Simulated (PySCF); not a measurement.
HO₃S, SMILES O=[S](=O)O, multiplicity 2.

Geometry: B3LYP-D3(BJ)/def2-SVP. The isomer is the one that the SMILES or the coordinates give; other isomers of the formula were not compared. Other conformers were not sampled.

Calculation: B3LYP-D3(BJ)/def2-SVP run with PySCF.

Frequencies are harmonic and unscaled.

Computed harmonic wavenumbers and intensities:
```
mode  ν (cm⁻¹)  IR (km/mol)  moving atoms (share of kinetic energy)
----  --------  -----------  --------------------------------------
1          263         93.7                          H 73 %, O 24 %
2          398         37.4                   O 64 %, H 28 %, S 8 %
3          405         11.2                          O 88 %, S 11 %
4          500         38.4                          O 54 %, S 46 %
5          733        144.9                          O 62 %, S 37 %
6         1061         59.6                          O 78 %, S 22 %
7         1085         79.6                          H 80 %, O 18 %
8         1248         98.9                          O 49 %, S 44 %
9         3737        131.5                                  H 94 %
```
